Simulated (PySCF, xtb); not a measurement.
GeFCl₃, SMILES [F][Ge]([Cl])([Cl])[Cl].

GFN2-xTB (xtb 6.7.1) at its own geometry gives an orbital gap of 5.25 eV and a dipole moment of 1.69 D.

The structure is a stationary point at B3LYP-D3(BJ)/def2-SVP.

Task: What does PBE/def2-TZVP (PySCF) give? (Estimate from the structure and the level; the computed values follow.)

Result: gap 4.96 eV (levels -8.34 and -3.38 eV), dipole 0.83 D.
